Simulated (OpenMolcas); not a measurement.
**Fe I: the spin-orbit constant, thermal populations, worked from levels**

```yaml
Program: OpenMolcas 26.06
Basis: ANO-RCC-VTZP [6s5p3d2f1g]
Scalar_Hamiltonian: DKH2, point nucleus
Active_space: 8 electrons in 6 orbitals (3d 4s)
State_averaging: 2S+1 = 5 even, 15 roots; 2S+1 = 3 even, 73 roots (68 in the spin-orbit step); 2S+1 = 1 even, 22 roots
Spin-orbit_coupling: RASSI with atomic mean-field integrals over the reference wave functions, term energies averaged over their components
```

Methods: CASSCF; MS-CASPT2, IPEA 0.25 Eh, imaginary shift 0.1 Eh (closed shells correlated: 3s 3p). Measured levels: NIST Handbook of Basic Atomic Spectroscopic Data.

**The spin-orbit constant.** For the Hund term ⁵D of d6, E(J) = (A/2) J(J+1) + constant and ζ = -2S·A = -4A. From J = 0 to J = 4 the energy changes by 10 A.

| Source | E(4) - E(0) | A | ζ |
| --- | --- | --- | --- |
| CASSCF | -929.2 | -92.9 | 372 |
| MS-CASPT2 | -929.6 | -93.0 | 372 |
| measured | -978.1 | -97.8 | 391 |

All in cm-1. MS-CASPT2 is off by -5.0 % and CASSCF by -5.0 %. Both methods take the spin-orbit matrix elements from the reference wave functions, so the second can move ζ only through the term energies and any multistate remixing. Second-order mixing with other terms is absorbed into this ζ.

**Thermal populations.** Z = Σ (2J + 1) exp(-E/kT) with k = 0.695035 cm-1/K, over the levels below. No other level of either list lies under 6880 cm-1, which is above 7 kT at each temperature.

```csv
Level,2J + 1,MS-CASPT2,measured
3d⁶ 4s² ⁵D₄,9,0.0,0.0
3d⁶ 4s² ⁵D₃,7,386,416
3d⁶ 4s² ⁵D₂,5,662,704
3d⁶ 4s² ⁵D₁,3,841,888
3d⁶ 4s² ⁵D₀,1,930,978
```

| T (K) | Z, MS-CASPT2 | Z, measured levels | Ground level (%), MS-CASPT2 | Ground level (%), measured levels |
| --- | --- | --- | --- | --- |
| 300 | 10.373 | 10.174 | 86.8 | 88.5 |
| 1000 | 16.103 | 15.744 | 55.9 | 57.2 |

At 1000 K, kT = 695 cm-1, and the computed levels give Z = 9.000 + 4.017 + 1.929 + 0.895 + 0.262 = 16.103.

CASPT2 breaks the degeneracy within a term, and the mean is taken; among the terms shown or strongly mixed into the levels shown the widest spread is 13 cm-1 (3d⁶ 4s² ⁵D, MS-CASPT2). Over all roots computed the reference weight is 0.85 to 0.90 in MS-CASPT2; the roots of lowest weight are the least certain, and an intruder state may touch them. Some high roots are left out of the spin-orbit mixing, which shifts the levels that they would mix with. Without dynamic correlation excited terms often stand tens of per cent too high (terms of higher spin than the ground term too low), and those without a measured partner can miss by more than the paired ones (holds for CASSCF). Measured partners are found by configuration, term and J. A level has none where our copy of the source lacks it or the pairing is in doubt (some pairs that miss far off the trend of their configuration count as doubtful), and it then counts in no deviation. Only configurations of the active space appear.
